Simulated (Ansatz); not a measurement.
SbMe2Br (C₂H₆BrSb). Charge 0, multiplicity 1. Geometry B3LYP-D4/def2-SVP.

```xyz
10

Sb   -1.127   -0.112   -0.718
C    -0.615    1.082    1.040
H     0.050    0.500    1.693
H    -1.530    1.352    1.587
H    -0.105    2.000    0.707
C     0.960   -0.579   -1.169
H     1.005   -1.367   -1.933
H     1.462   -0.922   -0.254
H     1.454    0.328   -1.550
Br   -1.554   -2.281    0.597
```

In the def2 sets Sb takes a core potential; there is no spin–orbit coupling.

(1) Estimate the orbital energies around the gap (eV) in Ansatz with PBE-D4/def2-TZVP, PBE-D4/def2-TZVPD, r2SCAN-D4/def2-TZVP, PBE0-D4/def2-TZVPD, ωB97X-V/def2-TZVP.

Results:

(1) 
```json
{"orbital": "HOMO−13", "PBE-D4/def2-TZVP": "-33.08", "PBE-D4/def2-TZVPD": "-33.11", "r2SCAN-D4/def2-TZVP": "-34.02", "PBE0-D4/def2-TZVPD": "-36.21", "ωB97X-V/def2-TZVP": "-38.80"}
{"orbital": "HOMO−12", "PBE-D4/def2-TZVP": "-18.65", "PBE-D4/def2-TZVPD": "-18.69", "r2SCAN-D4/def2-TZVP": "-19.45", "PBE0-D4/def2-TZVPD": "-20.97", "ωB97X-V/def2-TZVP": "-23.92"}
{"orbital": "HOMO−11", "PBE-D4/def2-TZVP": "-17.52", "PBE-D4/def2-TZVPD": "-17.54", "r2SCAN-D4/def2-TZVP": "-18.42", "PBE0-D4/def2-TZVPD": "-19.88", "ωB97X-V/def2-TZVP": "-22.83"}
{"orbital": "HOMO−10", "PBE-D4/def2-TZVP": "-16.92", "PBE-D4/def2-TZVPD": "-16.94", "r2SCAN-D4/def2-TZVP": "-17.86", "PBE0-D4/def2-TZVPD": "-19.29", "ωB97X-V/def2-TZVP": "-22.24"}
{"orbital": "HOMO−9", "PBE-D4/def2-TZVP": "-13.03", "PBE-D4/def2-TZVPD": "-13.06", "r2SCAN-D4/def2-TZVP": "-13.47", "PBE0-D4/def2-TZVPD": "-14.66", "ωB97X-V/def2-TZVP": "-17.45"}
{"orbital": "HOMO−8", "PBE-D4/def2-TZVP": "-10.33", "PBE-D4/def2-TZVPD": "-10.35", "r2SCAN-D4/def2-TZVP": "-10.75", "PBE0-D4/def2-TZVPD": "-11.92", "ωB97X-V/def2-TZVP": "-14.55"}
{"orbital": "HOMO−7", "PBE-D4/def2-TZVP": "-10.26", "PBE-D4/def2-TZVPD": "-10.28", "r2SCAN-D4/def2-TZVP": "-10.68", "PBE0-D4/def2-TZVPD": "-11.86", "ωB97X-V/def2-TZVP": "-14.49"}
{"orbital": "HOMO−6", "PBE-D4/def2-TZVP": "-9.94", "PBE-D4/def2-TZVPD": "-9.96", "r2SCAN-D4/def2-TZVP": "-10.35", "PBE0-D4/def2-TZVPD": "-11.52", "ωB97X-V/def2-TZVP": "-14.10"}
{"orbital": "HOMO−5", "PBE-D4/def2-TZVP": "-9.83", "PBE-D4/def2-TZVPD": "-9.85", "r2SCAN-D4/def2-TZVP": "-10.24", "PBE0-D4/def2-TZVPD": "-11.40", "ωB97X-V/def2-TZVP": "-13.97"}
{"orbital": "HOMO−4", "PBE-D4/def2-TZVP": "-8.13", "PBE-D4/def2-TZVPD": "-8.17", "r2SCAN-D4/def2-TZVP": "-8.47", "PBE0-D4/def2-TZVPD": "-9.33", "ωB97X-V/def2-TZVP": "-11.53"}
{"orbital": "HOMO−3", "PBE-D4/def2-TZVP": "-7.77", "PBE-D4/def2-TZVPD": "-7.79", "r2SCAN-D4/def2-TZVP": "-8.08", "PBE0-D4/def2-TZVPD": "-9.04", "ωB97X-V/def2-TZVP": "-11.40"}
{"orbital": "HOMO−2", "PBE-D4/def2-TZVP": "-7.04", "PBE-D4/def2-TZVPD": "-7.08", "r2SCAN-D4/def2-TZVP": "-7.36", "PBE0-D4/def2-TZVPD": "-8.31", "ωB97X-V/def2-TZVP": "-10.65"}
{"orbital": "HOMO−1", "PBE-D4/def2-TZVP": "-6.55", "PBE-D4/def2-TZVPD": "-6.59", "r2SCAN-D4/def2-TZVP": "-6.86", "PBE0-D4/def2-TZVPD": "-7.81", "ωB97X-V/def2-TZVP": "-10.09"}
{"orbital": "HOMO", "PBE-D4/def2-TZVP": "-6.00", "PBE-D4/def2-TZVPD": "-6.03", "r2SCAN-D4/def2-TZVP": "-6.25", "PBE0-D4/def2-TZVPD": "-7.06", "ωB97X-V/def2-TZVP": "-9.21"}
{"orbital": "LUMO", "PBE-D4/def2-TZVP": "-2.29", "PBE-D4/def2-TZVPD": "-2.36", "r2SCAN-D4/def2-TZVP": "-2.13", "PBE0-D4/def2-TZVPD": "-1.60", "ωB97X-V/def2-TZVP": "0.41"}
{"orbital": "LUMO+1", "PBE-D4/def2-TZVP": "-1.05", "PBE-D4/def2-TZVPD": "-1.15", "r2SCAN-D4/def2-TZVP": "-0.80", "PBE0-D4/def2-TZVPD": "-0.45", "ωB97X-V/def2-TZVP": "1.49"}
{"orbital": "LUMO+2", "PBE-D4/def2-TZVP": "-0.12", "PBE-D4/def2-TZVPD": "-0.42", "r2SCAN-D4/def2-TZVP": "0.33", "PBE0-D4/def2-TZVPD": "0.20", "ωB97X-V/def2-TZVP": "2.50"}
{"orbital": "LUMO+3", "PBE-D4/def2-TZVP": "0.46", "PBE-D4/def2-TZVPD": "-0.25", "r2SCAN-D4/def2-TZVP": "1.23", "PBE0-D4/def2-TZVPD": "0.37", "ωB97X-V/def2-TZVP": "3.01"}
{"orbital": "LUMO+4", "PBE-D4/def2-TZVP": "1.52", "PBE-D4/def2-TZVPD": "0.72", "r2SCAN-D4/def2-TZVP": "2.33", "PBE0-D4/def2-TZVPD": "1.21", "ωB97X-V/def2-TZVP": "4.05"}
{"orbital": "LUMO+5", "PBE-D4/def2-TZVP": "1.82", "PBE-D4/def2-TZVPD": "0.72", "r2SCAN-D4/def2-TZVP": "2.54", "PBE0-D4/def2-TZVPD": "1.26", "ωB97X-V/def2-TZVP": "4.59"}
```
